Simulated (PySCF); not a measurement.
A run for PySCF: R-BP86/6-31G* on C2H6Si (SMILES C=C[SiH3]), a point of a torsion scan.

```python
from pyscf import gto, scf, dft, mp
from pyscf.data.elements import chemcore

mol = gto.M(
    atom='''
    C     1.52491664   -0.08969400   -0.27906928
    C     0.50080118    0.04463546    0.54879453
    Si   -1.30736286    0.03783623    0.02083661
    H     1.38120016   -0.24126951   -1.33728947
    H     2.55288504   -0.06397359    0.05210275
    H     0.71378323    0.19381375    1.60137253
    H    -1.51860017   -0.97380725   -1.01636890
    H    -1.67416127    1.35987072   -0.49556175
    H    -2.13079651   -0.27592374    1.19127683
    ''',
    basis='6-31g*',
    cart=True,
    charge=0, spin=0, verbose=3, max_memory=1800)
mf = dft.RKS(mol, xc='b88,p86')
mf.conv_tol = 1e-8
mf.max_cycle = 100
mf.kernel()
if not mf.converged:
    mf = mf.newton().run(mf.mo_coeff, mf.mo_occ)
```

Program output:

```
converged SCF energy = -369.276829475425
```

The run converged.

Cost: about 6 core-seconds (a rough figure).
